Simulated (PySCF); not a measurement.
C$_{4}$H$_{9}$Cl$_{3}$Sn, triplet, at the geometry of the source list (a higher spin typed on purpose: for a closed-shell molecule this is an excited state) (core potentials on Sn); DF-PBE0/def2-SVP (PySCF).

The PySCF input:
```python
from pyscf import gto, scf, dft

mol = gto.Mole()
mol.atom = '''
    C    -2.55570000    0.21460000    0.05930000
    C    -1.07930000    0.34140000   -0.29060000
    C    -0.31020000   -0.93140000    0.04990000
    C     1.08890000   -0.96070000   -0.48800000
    Sn    2.46520000    0.66390000    0.34860000
    Cl    2.88530000    2.37870000   -1.19710000
    Cl    1.72010000    1.73630000    2.30180000
    Cl    4.57080000   -0.20270000    0.90680000
    H    -3.03530000   -0.54530000   -0.55730000
    H    -3.06480000    1.16040000   -0.09950000
    H    -2.67630000   -0.06830000    1.10360000
    H    -0.64780000    1.17620000    0.26630000
    H    -0.97110000    0.56080000   -1.35220000
    H    -0.30980000   -1.08030000    1.13240000
    H    -0.83350000   -1.78830000   -0.39220000
    H     1.62230000   -1.87260000   -0.23250000
    H     1.13130000   -0.78260000   -1.55940000
'''
mol.basis = 'def2-svp'
mol.ecp = {'Sn': 'def2-svp'}
mol.spin = 2
mol.verbose = 4
mol.build()

mf = dft.UKS(mol)
mf.xc = 'pbe0'
mf.grids.prune = dft.gen_grid.sg1_prune
mf = mf.density_fit(auxbasis='def2-universal-jkfit')
mf.kernel()
mf.analyze()
```

**Question.** Write the output that PySCF gives for this input, abridged.

**Answer.** 
```
PySCF version 2.14.0

[INPUT] verbose = 4
[INPUT] num. atoms = 17
[INPUT] num. electrons = 106
[INPUT] charge = 0
[INPUT] spin (= nelec alpha-beta = 2S) = 2
[INPUT] symmetry False subgroup None
[INPUT] Mole.unit = angstrom
[INPUT] Symbol           X                Y                Z      unit          X                Y                Z       unit  Magmom
[INPUT]  1 C     -2.555700000000   0.214600000000   0.059300000000 AA   -4.829573056551   0.405535226332   0.112060759187 Bohr   0.0
[INPUT]  2 C     -1.079300000000   0.341400000000  -0.290600000000 AA   -2.039581406243   0.645152498927  -0.549154411799 Bohr   0.0
[INPUT]  3 C     -0.310200000000  -0.931400000000   0.049900000000 AA   -0.586193043840  -1.760090912420   0.094297333616 Bohr   0.0
[INPUT]  4 C      1.088900000000  -0.960700000000  -0.488000000000 AA    2.057722777039  -1.815459887870  -0.922186348788 Bohr   0.0
[INPUT]  5 Sn     2.465200000000   0.663900000000   0.348600000000 AA    4.658552842278   1.254589174099   0.658758527023 Bohr   0.0
[INPUT]  6 Cl     2.885300000000   2.378700000000  -1.197100000000 AA    5.452426787208   4.495091532503  -2.262191143717 Bohr   0.0
[INPUT]  7 Cl     1.720100000000   1.736300000000   2.301800000000 AA    3.250517906864   3.281131470082   4.349771593524 Bohr   0.0
[INPUT]  8 Cl     4.570800000000  -0.202700000000   0.906800000000 AA    8.637560170162  -0.383047485449   1.713603649756 Bohr   0.0
[INPUT]  9 H     -3.035300000000  -0.545300000000  -0.557300000000 AA   -5.735885705892  -1.030467655725  -1.053144369220 Bohr   0.0
[INPUT] 10 H     -3.064800000000   1.160400000000  -0.099500000000 AA   -5.791632626567   2.192838194945  -0.188027749394 Bohr   0.0
[INPUT] 11 H     -2.676300000000  -0.068300000000   1.103600000000 AA   -5.057474027173  -0.129068294308   2.085501751070 Bohr   0.0
[INPUT] 12 H     -0.647800000000   1.176200000000   0.266300000000 AA   -1.224164583493   2.222695867713   0.503234066972 Bohr   0.0
[INPUT] 13 H     -0.971100000000   0.560800000000  -1.352200000000 AA   -1.835113039565   1.059758410656  -2.555287665637 Bohr   0.0
[INPUT] 14 H     -0.309800000000  -1.080300000000   1.132400000000 AA   -0.585437153390  -2.041471132368   2.139925863457 Bohr   0.0
[INPUT] 15 H     -0.833500000000  -1.788300000000  -0.392200000000 AA   -1.575086724825  -3.379397228560  -0.741150586054 Bohr   0.0
[INPUT] 16 H      1.622300000000  -1.872600000000  -0.232500000000 AA    3.065702691882  -3.538701140861  -0.439361323961 Bohr   0.0
[INPUT] 17 H      1.131300000000  -0.782600000000  -1.559400000000 AA    2.137847164720  -1.478899665085  -2.946838918647 Bohr   0.0

nuclear repulsion = 800.614985678732
number of shells = 85
number of NR pGTOs = 328
number of NR cGTOs = 181
basis = def2-svp
ecp = {'Sn': 'def2-svp'}

******** <class 'pyscf.df.df_jk.DFUKS'> ********
method = DFUKS
initial guess = minao
damping factor = 0
level_shift factor = 0
DIIS = <class 'pyscf.scf.diis.CDIIS'>
diis_start_cycle = 1
diis_space = 8
diis_damp = 0
SCF conv_tol = 1e-09
SCF conv_tol_grad = None
SCF max_cycles = 50
direct_scf = False
number electrons alpha = 54  beta = 52
XC library pyscf.dft.libxc version 7.1.2
    S. Lehtola, C. Steigemann, M. J. T. Oliveira, and M. A. L. Marques,  SoftwareX 7, 1–5 (2018)
XC functionals = pbe0
    C. Adamo and V. Barone,  J. Chem. Phys. 110, 6158 (1999)
    M. Ernzerhof and G. E. Scuseria,  J. Chem. Phys. 110, 5029 (1999)
radial grids:
    Treutler-Ahlrichs [JCP 102, 346 (1995); DOI:10.1063/1.469408] (M4) radial grids

becke partition: Becke, JCP 88, 2547 (1988); DOI:10.1063/1.454033
pruning grids: <function sg1_prune>
grids dens level: 3
symmetrized grids: False
atomic radii adjust function: <function treutler_atomic_radii_adjust>
small_rho_cutoff = 0
Set gradient conv threshold to 3.16228e-05
Traceback (most recent call last):
  File "input.py", line 33, in <module>
  File "<string>", line 2, in kernel
  File "site-packages/pyscf/scf/hf.py", line 2099, in scf
  File "site-packages/pyscf/scf/hf.py", line 132, in kernel
  File "site-packages/pyscf/dft/uks.py", line 42, in get_veff
  File "site-packages/pyscf/dft/uks.py", line 192, in initialize_grids
  File "site-packages/pyscf/dft/rks.py", line 506, in initialize_grids
  File "site-packages/pyscf/dft/gen_grid.py", line 653, in build
  File "<string>", line 6, in gen_atomic_grids
  File "site-packages/pyscf/dft/gen_grid.py", line 318, in gen_atomic_grids
  File "site-packages/pyscf/dft/gen_grid.py", line 81, in sg1_prune
IndexError: index 50 is out of bounds for axis 0 with size 19
```

The input was rejected before any calculation.
